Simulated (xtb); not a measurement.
C3H9Bi, charge +1, doublet, from a rough starting geometry (GFN-xTB shapes and energies of metal compounds can be far from the true ones) (a state made from the parent by changing its charge; the spin is typed, not shown lowest); GFN2-xTB (xtb 6.7.1).

xtb was given this input:
```
$ xtb mol.xyz --gfn 2 --chrg 1 --uhf 1 --opt vtight --json

# file mol.xyz
13

Bi    -0.00876520    -0.00636419     1.32332232
C     -1.09156589    -1.55156775     0.02705157
H     -0.31445957    -2.06312298    -0.55101481
H     -1.76294301    -1.08917823    -0.59855763
H     -1.55814241    -2.28378457     0.65168125
C     -0.81425632     1.69681445     0.08249586
H     -0.26502553     1.77196045    -0.90964385
H     -0.80781363     2.60474220     0.62146503
H     -1.82640071     1.45617207    -0.17301349
C      1.95772614    -0.18781488     0.06648693
H      1.88353363     0.50210455    -0.77594067
H      1.97875016    -1.14576783    -0.30986356
H      2.79633889     0.01508518     0.64666576
```

The log (banner, timings and long lists left out):

```
   ID    Z sym.   atoms
    1   83 Bi     1
    2    6 C      2, 6, 10
    3    1 H      3-5, 7-9, 11-13

           -------------------------------------------------
          |                Calculation Setup                |
           -------------------------------------------------

           -------------------------------------------------
          |                 G F N 2 - x T B                 |
           -------------------------------------------------

          ...................................................
          :                      SETUP                      :
          :.................................................:
          :  # basis functions                  25          :
          :  # atomic orbitals                  25          :
          :  # shells                           17          :
          :  # electrons                        25          :
          :  max. iterations                   250          :
          :  Hamiltonian                  GFN2-xTB          :
          :  restarted?                      false          :
          :  GBSA solvation                  false          :
          :  PC potential                    false          :
          :  electronic temp.          300.0000000     K    :
          :  accuracy                    1.0000000          :
          :  -> integral cutoff          0.2500000E+02      :
          :  -> integral neglect         0.1000000E-07      :
          :  -> SCF convergence          0.1000000E-05 Eh   :
          :  -> wf. convergence          0.1000000E-03 e    :
          :  Broyden damping             0.4000000          :
          :  net charge                          1          :
          :  unpaired electrons                  1          :
          ...................................................

 iter      E             dE          RMSdq      gap      omega  full diag
   1    -12.9755814 -0.129756E+02  0.472E+00    6.49       0.0  T
   2    -13.0319848 -0.564034E-01  0.287E+00    6.58       1.0  T
   3    -13.0526704 -0.206856E-01  0.174E+00    6.63       1.0  T
   4    -13.0456233  0.704709E-02  0.176E+00    6.43       1.0  T
   5    -13.0597517 -0.141284E-01  0.540E-01    6.61       1.0  T
   6    -13.0601119 -0.360232E-03  0.260E-01    6.63       1.0  T
   7    -13.0601870 -0.750965E-04  0.190E-01    6.64       1.0  T
   8    -13.0602587 -0.716283E-04  0.147E-01    6.66       1.0  T
   9    -13.0603341 -0.754268E-04  0.475E-02    6.64       1.0  T
  10    -13.0603372 -0.307316E-05  0.304E-02    6.65       1.0  T
  11    -13.0603400 -0.281781E-05  0.710E-03    6.65       3.9  T
  12    -13.0603401 -0.964821E-07  0.304E-03    6.65       9.1  T
  13    -13.0603401 -0.130080E-07  0.956E-04    6.65      29.0  T
  14    -13.0603401 -0.133448E-08  0.175E-04    6.65     158.4  T

   *** convergence criteria satisfied after 14 iterations ***

         :::::::::::::::::::::::::::::::::::::::::::::::::::::
         ::                     SUMMARY                     ::
         :::::::::::::::::::::::::::::::::::::::::::::::::::::
         :: total energy             -12.866873875813 Eh    ::
         :: gradient norm              0.106686510996 Eh/a0 ::
         :: HOMO-LUMO gap              6.647405650485 eV    ::
         ::.................................................::
         :: SCC energy               -13.060322295481 Eh    ::
         :: -> isotropic ES            0.113926029774 Eh    ::
         :: -> anisotropic ES         -0.006542571157 Eh    ::
         :: -> anisotropic XC          0.009444458796 Eh    ::
         :: -> dispersion             -0.006257608225 Eh    ::
         :: repulsion energy           0.193448419667 Eh    ::
         :: add. restraining           0.000000000000 Eh    ::
         :: total charge               1.000000000000 e     ::
         :::::::::::::::::::::::::::::::::::::::::::::::::::::

      -----------------------------------------------------------
     |                   =====================                   |
     |                        A N C O P T                        |
     |                   =====================                   |
     |               Approximate Normal Coordinate               |
     |                Rational Function Optimizer                |
      -----------------------------------------------------------
      -----------------------------------------------------------
     |                   =====================                   |
     |                        A N C O P T                        |
     |                   =====================                   |
     |               Approximate Normal Coordinate               |
     |                Rational Function Optimizer                |
      -----------------------------------------------------------

          ...................................................
          :                      SETUP                      :
          :.................................................:
          :   optimization level         verytight          :
          :   max. optcycles                   260          :
          :   ANC micro-cycles                  20          :
          :   degrees of freedom                33          :
          :.................................................:
          :   RF solver                   davidson          :
          :   write xtbopt.log                true          :
          :   linear?                        false          :
          :   energy convergence         0.1000000E-06 Eh   :
          :   grad. convergence          0.2000000E-03 Eh/α :
          :   maxmium RF displ.          1.0000000          :
          :   Hlow (freq-cutoff)         0.1000000E-01      :
          :   Hmax (freq-cutoff)         5.0000000          :
          :   S6 in model hess.         20.0000000          :
          ...................................................

[...]
 * total energy  :   -12.8833725 Eh     change       -0.1728203E-06 Eh
 * total energy  :   -12.8833730 Eh     change       -0.4813467E-06 Eh
 * total energy  :   -12.8833731 Eh     change       -0.1742966E-06 Eh
 * total energy  :   -12.8833738 Eh     change       -0.6577648E-06 Eh
 * total energy  :   -12.8833745 Eh     change       -0.6634692E-06 Eh
 * total energy  :   -12.8833753 Eh     change       -0.7869325E-06 Eh
 * total energy  :   -12.8833764 Eh     change       -0.1170035E-05 Eh
 * total energy  :   -12.8833773 Eh     change       -0.8665709E-06 Eh
 * total energy  :   -12.8833778 Eh     change       -0.5396099E-06 Eh
 * total energy  :   -12.8833782 Eh     change       -0.4189886E-06 Eh
 * total energy  :   -12.8833784 Eh     change       -0.1670686E-06 Eh
 * total energy  :   -12.8833785 Eh     change       -0.4549172E-07 Eh
   *** GEOMETRY OPTIMIZATION CONVERGED AFTER 107 ITERATIONS ***
         :: total energy             -12.883378460601 Eh    ::
[...]
         ::.................................................::
         :: SCC energy               -13.057694736726 Eh    ::
         :: -> isotropic ES            0.112853680327 Eh    ::
         :: -> anisotropic ES         -0.006709762646 Eh    ::
         :: -> anisotropic XC          0.011737599645 Eh    ::
         :: -> dispersion             -0.006025143746 Eh    ::
         :: repulsion energy           0.174316276125 Eh    ::
         :: add. restraining           0.000000000000 Eh    ::
         :: total charge               1.000000000055 e     ::
         :::::::::::::::::::::::::::::::::::::::::::::::::::::

           -------------------------------------------------
          |                Property Printout                |
           -------------------------------------------------

    * Orbital Energies and Occupations

         #    Occupation            Energy/Eh            Energy/eV
      -------------------------------------------------------------
         1        2.0000           -1.1701055             -31.8402
         2        2.0000           -0.7587465             -20.6465
         3        2.0000           -0.7587390             -20.6463
         4        2.0000           -0.7502813             -20.4162
         5        2.0000           -0.6587939             -17.9267
         6        2.0000           -0.6533205             -17.7778
         7        2.0000           -0.6532896             -17.7769
         8        2.0000           -0.6485276             -17.6473
         9        2.0000           -0.6484982             -17.6465
        10        2.0000           -0.6461229             -17.5819
        11        2.0000           -0.6058509             -16.4860
        12        2.0000           -0.6058371             -16.4857
        13        1.0000           -0.5672588             -15.4359 (HOMO)
        14                         -0.3307545              -9.0003 (LUMO)
        15                         -0.2911482              -7.9225
        16                         -0.2910910              -7.9210
        17                         -0.0021290              -0.0579
        18                          0.0129284               0.3518
        19                          0.0130163               0.3542
        20                          0.0587480               1.5986
        21                          0.0591894               1.6106
        22                          0.0593075               1.6138
        23                          0.0638298               1.7369
        24                          0.0664025               1.8069
        25                          0.0665323               1.8104
      -------------------------------------------------------------
                  HL-Gap            0.2365043 Eh            6.4356 eV
             Fermi-level           -0.5176144 Eh          -14.0850 eV

     #   Z          covCN         q      C6AA      α(0)
     1  83 Bi       2.702     0.638   431.567    39.499
     2   6 C        3.665    -0.188    24.500     7.099
     3   1 H        0.931     0.109     1.705     2.042
     4   1 H        0.929     0.100     1.784     2.088
     5   1 H        0.929     0.100     1.783     2.088
     6   6 C        3.665    -0.188    24.500     7.099
     7   1 H        0.931     0.109     1.705     2.042
     8   1 H        0.929     0.100     1.784     2.088
     9   1 H        0.929     0.100     1.783     2.088
    10   6 C        3.665    -0.188    24.500     7.099
    11   1 H        0.931     0.109     1.705     2.042
    12   1 H        0.929     0.100     1.784     2.088
    13   1 H        0.929     0.100     1.783     2.088

 Mol. C6AA /au·bohr⁶  :       2233.587470
 Mol. C8AA /au·bohr⁸  :     131973.187308
 Mol. α(0) /au        :         79.451136

Wiberg/Mayer (AO) data.
largest (>0.10) Wiberg bond orders for each atom

 ---------------------------------------------------------------------------
     #   Z sym  total        # sym  WBO       # sym  WBO       # sym  WBO
 ---------------------------------------------------------------------------
     1  83 Bi   2.600 --     2 C    0.834    10 C    0.834     6 C    0.834
     2   6 C    3.946 --     4 H    0.982     5 H    0.982     3 H    0.952
                             1 Bi   0.834
     3   1 H    0.988 --     2 C    0.952
     4   1 H    0.990 --     2 C    0.982
     5   1 H    0.990 --     2 C    0.982
     6   6 C    3.946 --     8 H    0.982     9 H    0.982     7 H    0.952
                             1 Bi   0.834
     7   1 H    0.988 --     6 C    0.952
     8   1 H    0.990 --     6 C    0.982
     9   1 H    0.990 --     6 C    0.982
    10   6 C    3.946 --    12 H    0.982    13 H    0.982    11 H    0.952
                             1 Bi   0.834
    11   1 H    0.988 --    10 C    0.952
    12   1 H    0.990 --    10 C    0.982
    13   1 H    0.990 --    10 C    0.982
 ---------------------------------------------------------------------------

Topologies differ in total number of bonds
Writing topology from bond orders to xtbtopo.mol

molecular dipole:
                 x           y           z       tot (Debye)
 q only:        0.009      -0.052       0.963
   full:        0.005      -0.054       1.212       3.083
molecular quadrupole (traceless):
                xx          xy          yy          xz          yz          zz
 q only:        0.911      -0.001       0.914       0.080      -0.026      -1.825
  q+dip:        0.190       0.001       0.192       0.055      -0.066      -0.383
   full:       -0.000       0.000       0.002       0.046      -0.073      -0.002

optimized geometry written to: xtbopt.xyz

           -------------------------------------------------
          | TOTAL ENERGY              -12.883378460601 Eh   |
          | GRADIENT NORM               0.000062413109 Eh/α |
          | HOMO-LUMO GAP               6.435610730237 eV   |
           -------------------------------------------------
```
